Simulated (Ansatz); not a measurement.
# quartet N: levels of theory in one basis

A single N atom.

Basis set: def2-TZVP (spherical functions). Left uncorrelated: 1 orbital. Correlation on ROHF uses semicanonical orbitals with singles. Charge 0, multiplicity 4.

Computed with Ansatz (development build ahead of 0.2.0); each method stands on the lowest determinant of its kind that the runs found.

```
  method  E − E(ROHF) (eV)  <S²> of the determinant
    ROHF              0.00                     3.75
     UHF             -0.10                     3.76
ROHF-MP2             -2.67                        –
 UHF-MP2             -2.68                     3.76
```

(1) Is a single determinant a sound starting point here?

## Answers

(1) By this sign, yes. Unrestricted orbitals gain 0.10 eV and <S²> is 3.76 against 3.75 for a pure state.
